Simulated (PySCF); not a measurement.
C5H6Se, SMILES C1[Se]C=C1C=C.

Coordinates come from a B3LYP-D3(BJ)/def2-SVP optimisation. The structure was generated by enumeration, and PubChem lists no compound with its InChIKey, so it may never have been made. The values are those of a single conformer.

Level of theory: TDA-PBE/def2-SVPD (PySCF 2.14.0).

Vertical excitations.  State labels are in the subgroup Cs.

Task: Give excitation energies, oscillator strengths and character. (The exact figures need the calculation; the answer reports its results.)

Result: 
```csv
state,symmetry,energy (eV),λ (nm),f,main pairs
S1,A",3.29,377,0.000,HOMO→LUMO+1 100 %
S2,A',4.04,307,0.323,"HOMO→LUMO 82 %, HOMO−1→LUMO 13 %"
S3,A",4.74,262,0.010,HOMO→LUMO+2 97 %
S4,A",5.03,247,0.003,HOMO−1→LUMO+1 98 %
S5,A",5.11,242,0.031,HOMO→LUMO+3 99 %
S6,A',5.48,226,0.009,HOMO→LUMO+4 79 %
S7,A",5.72,217,0.001,HOMO→LUMO+5 96 %
S8,A",5.80,214,0.001,HOMO−2→LUMO 87 %
S9,A",5.93,209,0.002,HOMO→LUMO+6 89 %
S10,A',6.00,207,0.290,"HOMO−1→LUMO 37 %, HOMO−2→LUMO+1 28 %, HOMO→LUMO+7 17 %"
T1,A',2.55,486,0,HOMO→LUMO 97 %
T2,A",2.94,422,0,HOMO→LUMO+1 100 %
T3,A',4.26,291,0,HOMO−1→LUMO 94 %
T4,A",4.44,279,0,HOMO→LUMO+2 99 %
```
Triplets are in the Tamm–Dancoff approximation.
